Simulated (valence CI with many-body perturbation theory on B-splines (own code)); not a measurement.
# Bi49+: calculated level list

Method: relativistic CI+MBPT: six valence electrons over a frozen Dirac-Fock core [Ar] 3d10, a basis of 9 s, 9 p, 8 d, 6 f, 3 g, 1 h functions for each j, with the one-electron correlation potential Σ1 (screened to all orders), the two-electron term Σ2, the three-electron term Σ3, Breit, model QED; selected single and double excitations, second order for the rest, scaled by the run's own slope (own B-spline code, finite nucleus).

The last digits are not significant, and no measured levels were compared; by estimate large intervals hold to a few tenths of a per cent, small ones and those within an open d or f shell to about a per cent. Among the levels kept, up to 630 cm⁻¹ of a level comes from second order outside the variational space, and about a tenth of that is noise between levels of different J, which matters for small intervals.

Levels 1 to 43 of 43, with energies above the lowest level, (4s^2 4p1/2^2 4p3/2^2) J=2. "Leading %" is the weight of the configuration and term that name the level; weights of strongly mixed levels are sums over their largest components and can fall short, so below about 35 % the name and the second component can differ from the true leading terms, or belong to a minority configuration. In the jj column 3d3/2^4 stands for four electrons in 3d with j = 3/2.

| No. | Configuration | Term | J | E (eV) | Leading % | Second component | Leading jj |
| --- | --- | --- | --- | --- | --- | --- | --- |
| 1 | 4s2 4p4 | 3P | 2 | 0.00 | 68 | 31 % 4s2 4p4 1D | 4s^2 4p1/2^2 4p3/2^2 (99 %) |
| 2 | 4s2 4p4 | 1S | 0 | 10.50 | 64 | 36 % 4s2 4p4 3P | 4s^2 4p1/2^2 4p3/2^2 (99 %) |
| 3 | 4s2 4p4 | 3P | 1 | 172.52 | 99 |  | 4s^2 4p1/2 4p3/2^3 (99 %) |
| 4 | 4s2 4p4 | 1D | 2 | 177.71 | 68 | 31 % 4s2 4p4 3P | 4s^2 4p1/2 4p3/2^3 (99 %) |
| 5 | 4s2 4p3 4d | 3D° | 2 | 185.97 | 31 | 20 % 4s2 4p3 4d 3F° | 4s^2 4p1/2^2 4p3/2 4d3/2 (98 %) |
| 6 | 4s2 4p3 4d | 3P° | 0 | 189.49 | 61 | 27 % 4s2 4p3 4d 5D° | 4s^2 4p1/2^2 4p3/2 4d3/2 (99 %) |
| 7 | 4s2 4p3 4d | 3D° | 1 | 190.06 | 32 | 28 % 4s2 4p3 4d 3P° | 4s^2 4p1/2^2 4p3/2 4d3/2 (98 %) |
| 8 | 4s2 4p3 4d | 3F° | 3 | 190.70 | 28 | 20 % 4s2 4p3 4d 3G° | 4s^2 4p1/2^2 4p3/2 4d3/2 (97 %) |
| 9 | 4s2 4p3 4d | 3F° | 4 | 224.70 | 50 | 26 % 4s2 4p3 4d 5D° | 4s^2 4p1/2^2 4p3/2 4d5/2 (99 %) |
| 10 | 4s2 4p3 4d | 3D° | 2 | 228.32 | 32 | 22 % 4s2 4p3 4d 3P° | 4s^2 4p1/2^2 4p3/2 4d5/2 (95 %) |
| 11 | 4s2 4p3 4d | 3D° | 3 | 241.20 | 41 | 17 % 4s2 4p3 4d 1F° | 4s^2 4p1/2^2 4p3/2 4d5/2 (95 %) |
| 12 | 4s2 4p3 4d | 3D° | 1 | 245.71 | 35 | 30 % 4s2 4p3 4d 3P° | 4s^2 4p1/2^2 4p3/2 4d5/2 (97 %) |
| 13 | 4s 4p5 | 3P° | 2 | 300.24 | 90 |  | 4s 4p1/2^2 4p3/2^3 (90 %) |
| 14 | 4s 4p5 | 1P° | 1 | 314.68 | 50 | 35 % 4s 4p5 3P° | 4s 4p1/2^2 4p3/2^3 (85 %) |
| 15 | 4s2 4p3 4d | 3F° | 2 | 353.19 | 44 | 29 % 4s2 4p3 4d 5D° | 4s^2 4p1/2 4p3/2^2 4d3/2 (98 %) |
| 16 | 4s2 4p3 4d | 3D° | 1 | 353.21 | 45 | 41 % 4s2 4p3 4d 5D° | 4s^2 4p1/2 4p3/2^2 4d3/2 (96 %) |
| 17 | 4s2 4p3 4d | 5D° | 0 | 353.81 | 53 | 26 % 4s2 4p3 4d 1S° | 4s^2 4p1/2 4p3/2^2 4d3/2 (97 %) |
| 18 | 4s2 4p4 | 3P | 0 | 354.36 | 63 | 35 % 4s2 4p4 1S | 4s^2 4p3/2^4 (98 %) |
| 19 | 4s2 4p3 4d | 3G° | 3 | 357.73 | 32 | 30 % 4s2 4p3 4d 3F° | 4s^2 4p1/2 4p3/2^2 4d3/2 (96 %) |
| 20 | 4s2 4p3 4d | 3G° | 4 | 362.46 | 50 | 36 % 4s2 4p3 4d 1G° | 4s^2 4p1/2 4p3/2^2 4d3/2 (99 %) |
| 21 | 4s2 4p3 4d | 3F° | 2 | 369.03 | 65 | 23 % 4s2 4p3 4d 1D° | 4s^2 4p1/2 4p3/2^2 4d3/2 (97 %) |
| 22 | 4s2 4p2 4d2 | 3F | 2 | 375.46 | 39 | 23 % 4s2 4p2 4d2 5G | 4s^2 4p1/2^2 4d3/2^2 (98 %) |
| 23 | 4s2 4p3 4d | 3D° | 3 | 379.17 | 44 | 22 % 4s2 4p3 4d 1F° | 4s^2 4p1/2 4p3/2^2 4d3/2 (94 %) |
| 24 | 4s2 4p3 4d | 3P° | 2 | 380.50 | 37 | 26 % 4s2 4p3 4d 3D° | 4s^2 4p1/2 4p3/2^2 4d3/2 (92 %) |
| 25 | 4s2 4p3 4d | 3S° | 1 | 381.90 | 37 | 33 % 4s2 4p3 4d 3P° | 4s^2 4p1/2 4p3/2^2 4d3/2 (90 %) |
| 26 | 4s2 4p2 4d2 | 3P | 0 | 386.13 | 57 | 28 % 4s2 4p2 4d2 5D | 4s^2 4p1/2^2 4d3/2^2 (97 %) |
| 27 | 4s2 4p3 4d | 3D° | 3 | 390.14 | 52 | 23 % 4s2 4p3 4d 5D° | 4s^2 4p1/2 4p3/2^2 4d5/2 (97 %) |
| 28 | 4s2 4p3 4d | 5D° | 4 | 390.35 | 52 | 21 % 4s2 4p3 4d 3G° | 4s^2 4p1/2 4p3/2^2 4d5/2 (99 %) |
| 29 | 4s2 4p3 4d | 3D° | 1 | 390.65 | 44 | 35 % 4s2 4p3 4d 1P° | 4s^2 4p1/2 4p3/2^2 4d3/2 (91 %) |
| 30 | 4s2 4p3 4d | 3F° | 4 | 397.19 | 70 | 28 % 4s2 4p3 4d 1G° | 4s^2 4p1/2 4p3/2^2 4d5/2 (99 %) |
| 31 | 4s2 4p3 4d | 3D° | 1 | 398.66 | 40 | 26 % 4s2 4p3 4d 1P° | 4s^2 4p1/2 4p3/2^2 4d5/2 (92 %) |
| 32 | 4s2 4p3 4d | 3G° | 5 | 399.10 | 99 |  | 4s^2 4p1/2 4p3/2^2 4d5/2 (99 %) |
| 33 | 4s2 4p3 4d | 1S° | 0 | 399.31 | 50 | 45 % 4s2 4p3 4d 3P° | 4s^2 4p1/2 4p3/2^2 4d5/2 (94 %) |
| 34 | 4s2 4p3 4d | 3D° | 2 | 408.33 | 44 | 40 % 4s2 4p3 4d 3P° | 4s^2 4p1/2 4p3/2^2 4d5/2 (99 %) |
| 35 | 4s2 4p3 4d | 1F° | 3 | 412.25 | 36 | 32 % 4s2 4p3 4d 3F° | 4s^2 4p1/2 4p3/2^2 4d5/2 (99 %) |
| 36 | 4s2 4p3 4d | 3D° | 2 | 416.83 | 44 | 18 % 4s2 4p3 4d 1D° | 4s^2 4p1/2 4p3/2^2 4d5/2 (95 %) |
| 37 | 4s2 4p2 4d2 | 3F | 3 | 417.03 | 30 | 22 % 4s2 4p2 4d2 5G | 4s^2 4p1/2^2 4d3/2 4d5/2 (93 %) |
| 38 | 4s2 4p3 4d | 3S° | 1 | 418.20 | 35 | 28 % 4s2 4p3 4d 1P° | 4s^2 4p1/2 4p3/2^2 4d5/2 (93 %) |
| 39 | 4s2 4p2 4d2 | 1G | 4 | 420.74 | 20 | 18 % 4s2 4p2 4d2 3H | 4s^2 4p1/2^2 4d3/2 4d5/2 (82 %) |
| 40 | 4s2 4p2 4d2 | 3P | 2 | 421.68 | 20 | 8 % 4s2 4p2 4d2 1D | 4s^2 4p1/2^2 4d3/2 4d5/2 (92 %) |
| 41 | 4s2 4p3 4d | 1F° | 3 | 422.49 | 46 | 18 % 4s2 4p3 4d 3D° | 4s^2 4p1/2 4p3/2^2 4d5/2 (93 %) |
| 42 | 4s2 4p2 4d2 | 3P | 1 | 424.28 | 35 | 33 % 4s2 4p2 4d2 5D | 4s^2 4p1/2^2 4d3/2 4d5/2 (95 %) |
| 43 | 4s2 4p3 4d | 3P° | 2 | 424.38 | 43 | 33 % 4s2 4p3 4d 1D° | 4s^2 4p1/2 4p3/2^2 4d5/2 (93 %) |

The ionisation energy to 4s2 4p3 2P°_3/2 of the next ion comes out as 2773.7 eV (NIST: 2771 ± 4 eV (theoretical)). All 43 levels together are meant to be complete up to 433.51 eV.
